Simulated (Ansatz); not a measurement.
Reaction (redistribution): `N[SiH](Cl)[InH2]` + `CO[SiH2]N` → `N[SiH2]O[SiH](N)Cl` + `[CH3][InH2]`

Computed with Ansatz on PBE0-D4/def2-TZVP structures; ΔE is electronic, products minus reactants. CCSD(T)/CBS is the MP2 limit (def2-TZVPP, def2-QZVPP) plus CCSD(T) − MP2 in def2-TZVPP, frozen cores. This one scheme is used for every species. DFT in def2-TZVPP. Elements past krypton have def2 core potentials. For In outer-core shells are correlated without core-valence functions, which leaves a few kJ/mol of doubt a bond. One conformer a species, not always the lowest.

```json
{"level": "PBE-D4", "ΔE (kJ/mol)": "-159.2", "difference from CCSD(T)/CBS": "28.0"}
{"level": "r2SCAN-D4", "ΔE (kJ/mol)": "-181.6", "difference from CCSD(T)/CBS": "5.6"}
{"level": "PBE", "ΔE (kJ/mol)": "-154.5", "difference from CCSD(T)/CBS": "32.7"}
{"level": "HF/def2-TZVPP", "ΔE (kJ/mol)": "-188.3", "difference from CCSD(T)/CBS": "-1.1"}
{"level": "SCS-MP2/def2-TZVPP", "ΔE (kJ/mol)": "-192.2", "difference from CCSD(T)/CBS": "-5.0"}
{"level": "CCSD(T)/def2-TZVPP", "ΔE (kJ/mol)": "-187.4", "difference from CCSD(T)/CBS": "-0.2"}
{"level": "HF/def2-QZVPP", "ΔE (kJ/mol)": "-190.1", "difference from CCSD(T)/CBS": "-2.9"}
{"level": "SCS-MP2/def2-QZVPP", "ΔE (kJ/mol)": "-192.9", "difference from CCSD(T)/CBS": "-5.7"}
{"level": "HF/CBS(def2)", "ΔE (kJ/mol)": "-190.4", "difference from CCSD(T)/CBS": "-3.2"}
{"level": "CCSD/CBS(def2)", "ΔE (kJ/mol)": "-187.7", "difference from CCSD(T)/CBS": "-0.5"}
{"level": "CCSD(T)/CBS", "ΔE (kJ/mol)": "-187.2", "difference from CCSD(T)/CBS": "0"}
```

Largest T1 diagnostic among the species: 0.013.

From PBE to PBE0 (25 % exact exchange), in def2-TZVPP and without D4, ΔE moves by −10.5 kJ/mol. The D4 term adds −7.4 kJ/mol with B3LYP and −4.3 kJ/mol with PBE0; it sums over pairs of atoms, weighted by their polarisabilities, and B3LYP, whose exchange is more repulsive, gets the larger term.

CCSD(T)/CBS has its own doubt, a few kJ/mol and more with outer-core shells, so smaller differences from it don't rank the levels.

B3LYP here is the variant with VWN-RPA as its local correlation; programs differ in this.
